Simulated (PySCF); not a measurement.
Constitutional and geometric isomers with formula C2H5B. Gas-phase values, no solvent. One relaxed conformer stands for each flexible species; it need not be the lowest. Strings in code marks are SMILES.

Calculation: PBE-D3(BJ)/def2-TZVP // B3LYP-D3(BJ)/def2-TZVP run with PySCF. Excitations are Tamm–Dancoff values on a coarser integration grid. The basis has no diffuse functions, so Rydberg states are missing or too high.

| species | S1 oscillator strength | LUMO (eV) | HOMO (eV) | T1 excitation (TDA) (eV) |
|---|---|---|---|---|
| `[H]/B=C/C` | 0.000 | -2.37 | -5.20 | 2.39 |
| `BC=C` | ? | -3.10 | ? | 3.59 |
| `B1CC1` | 0.000 | -2.31 | ? | 3.32 |

Problem. Some entries are withheld; supply them.

Solution. 
- `BC=C`, S1 oscillator strength: 0.000
- `BC=C`, HOMO (eV): -7.47
- `B1CC1`, HOMO (eV): -6.14
